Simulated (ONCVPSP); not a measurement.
Which change was made? (Nb, ONCV)

```
Element                 : Nb (Z = 41)
Generator               : ONCVPSP 4.0.1
Type                    : optimised norm-conserving Vanderbilt (ONCV)
Functional              : PBEsol
Relativity              : fully relativistic
Frozen core             : [Ar] 3d10
Valence charge          : 13
Reference configuration : 4s2 4p6 4d4 (charge +1)
Partial waves           : 4s: rc 1.30 bohr, ncon 4, nbas 8, qcut 4 1/bohr, 3 projectors, debl 2.5 Ha; 4p: rc 1.40 bohr, ncon 4, nbas 8, qcut 6.5 1/bohr, 2 projectors, debl 2.7 Ha; 4d: rc 2.10 bohr, ncon 5, nbas 10, qcut 9 1/bohr, 2 projectors, debl 0.9 Ha
Local potential         : polynomial inside 1.25 bohr (lpopt 5, dvloc0 4 Ha)
Core correction         : Teter function, fcfact 3, rcfact 1.45
```

Open shells are filled in proportion to 2j + 1.

Cutoffs, loose and tight: the cutoffs (Ha) at which the residual kinetic energy of the hardest occupied pseudo-wave falls to 1 and 0.1 mHa per electron. They do not see the model core or the augmentation charge, which bear on the density cutoff. Test errors are all-electron minus pseudo excitation energies from the reference, over the configurations 4s2 4p6 4d4 5s1; 4s2 4p6 4d3; 4s2 4p6 4d2; 4s2 4p6 4d4.5 5s0.5; variants that change the core or the reference have their own tests.

The base gives: outcome: generated; cutoff, loose: 100 Ha; cutoff, tight: 119 Ha; bound ghosts: s; GHOST(+) flags above zero: none; largest test error (meV): +3.9.

(1) After one change the result is: outcome: generated; cutoff, loose: 135 Ha; cutoff, tight: 155 Ha; bound ghosts: s; GHOST(+) flags above zero: s; largest test error (meV): +2.9. Which change was it?
A. local potential polynomial inside 1.25 bohr (lpopt 5, dvloc0 -0.5 Ha)
B. s: qcut 6
C. all radii but the core radius scaled by about 0.86 (s 1.12, p 1.20, d 1.80 bohr); local potential polynomial inside 1.08 bohr (lpopt 5, dvloc0 4 Ha)

Answers

(1) C. The others give: s: qcut 6 → outcome: generated; cutoff, loose: 53 Ha; cutoff, tight: 101 Ha; bound ghosts: none; GHOST(+) flags above zero: s; largest test error (meV): +4.3 | local potential polynomial inside 1.25 bohr (lpopt 5, dvloc0 -0.5 Ha) → outcome: generated; cutoff, loose: 100 Ha; cutoff, tight: 119 Ha; bound ghosts: none; GHOST(+) flags above zero: s; largest test error (meV): +4.2.
